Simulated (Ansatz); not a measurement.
Species: C4H5GeO, charge -1, multiplicity 1. It need not be the lowest isomer of its formula. Whether it binds its extra electron was not tested at this geometry. SMILES: [c]1(occc1)[GeH2-]
Coordinates optimised at B3LYP-D3(BJ)/def2-TZVP (Ansatz, a program for electronic structure):
```
C
C 1 1.3705
H 2 1.0782 1 124.35
O 1 1.3907 2 106.69 3 -180.00
C 4 1.3588 1 108.80 2 0.00
C 5 1.3572 4 110.26 1 0.00
H 5 1.0779 6 133.15 2 -180.00
H 6 1.0793 5 126.30 7 0.00
Ge 1 2.0482 2 129.45 3 0.00
H 9 1.6159 1 93.87 2 -133.69
H 9 1.6159 10 92.35 1 94.04
```
Charge -1, spin multiplicity 1.

Parts of the frozen-core correlation energy in aug-cc-pVTZ (Ansatz, hartree). Frozen orbitals: 19; correlated occupied orbitals by spin: 16 and 16; virtual: 369 and 369. Spin-orbit coupling is left out. Non-relativistic.

```json
[
 {"term": "reference (HF)", "value": "-2304.68685"},
 {"term": "MP2 opposite-spin", "value": "(withheld)"},
 {"term": "MP2 same-spin", "value": "(withheld)"},
 {"term": "CCSD correlation", "value": "-1.04174"},
 {"term": "(T)", "value": "(withheld)"},
 {"term": "T1 diagnostic", "value": "0.015"},
 {"term": "largest doubles amplitude", "value": "0.040"}
]
```

Question: What belongs in the gaps?

Answer: 
- MP2 opposite-spin, value: -0.76621
- MP2 same-spin, value: -0.25108
- (T), value: -0.05520
